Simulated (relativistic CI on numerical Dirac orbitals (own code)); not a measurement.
One change at a time: Sm VII

Base calculation: Dirac-Coulomb-Breit CI, KLI orbitals optimised for each configuration, a model potential for QED, unscaled Slater integrals.

CI space (outside the closed core [Kr]): 4d10 4f4 5s2 5p4, 4d10 4f3 5s 5p6, 4d10 4f2 5s2 5p5 5d, 4d10 4f2 5s2 5p5 6s, 4d9 4f3 5s2 5p6. The list is cut by size and lacks configurations that can hold low levels.

Variants: (1) QED terms removed; (2) only the first configuration. Shifts of the energy above 4d10 4f4 5s2 5p4 7H_2, in cm⁻¹, for the lowest level and the first level of each name with at least 55 % of one term (blank where a level changes its place among those of its configuration and J or its character, or is not in the variant):

```tsv
Level	Base	Δ(1)	Δ(2)
4d10 4f4 5s2 5p4 7H_2	0.0	0.0	0.0
4d10 4f4 5s2 5p4 7H_3	1332.0	-4.2	0.0
4d10 4f4 5s2 5p4 7H_4	2958.3	-8.7	0.0
4d10 4f4 5s2 5p4 7H_5	4785.6	-13.1	0.0
4d10 4f4 5s2 5p4 7K_9	11156.6	-32.1	0.0
4d10 4f4 5s2 5p4 7K_10	12073.5	-41.4	0.0
4d10 4f4 5s2 5p4 7F_3	18767.2	-15.3	0.0
4d10 4f4 5s2 5p4 7F_4	19115.4	-19.4	0.0
4d10 4f4 5s2 5p4 7F_2	19141.4	-13.7	0.0
4d10 4f4 5s2 5p4 7F_1	20124.2	-14.9	0.0
4d10 4f4 5s2 5p4 7F_5	20133.4	-24.4	0.0
4d10 4f4 5s2 5p4 7F_0	21232.9	-18.3	0.0
4d10 4f4 5s2 5p4 7P_4	22478.4	-21.6	0.0
4d10 4f4 5s2 5p4 7G_7	26534.4	-30.7	0.0
4d10 4f4 5s2 5p4 7P_3	29729.7	-22.8	0.0
```

At this charge configurations can still be misplaced by up to about 7 % of their energy. Terms inside the open d or f shell come out 10 to 20 % too wide with unscaled integrals. Levels and lines within the n = 5 or 6 shells can be off by up to 10 % or somewhat more, and those that change n by about 2 %, since core polarisation is missing.

LS names give the leading component of a level, which can be under half, so a name can repeat, a term be missing and a line seem to break the LS rules.
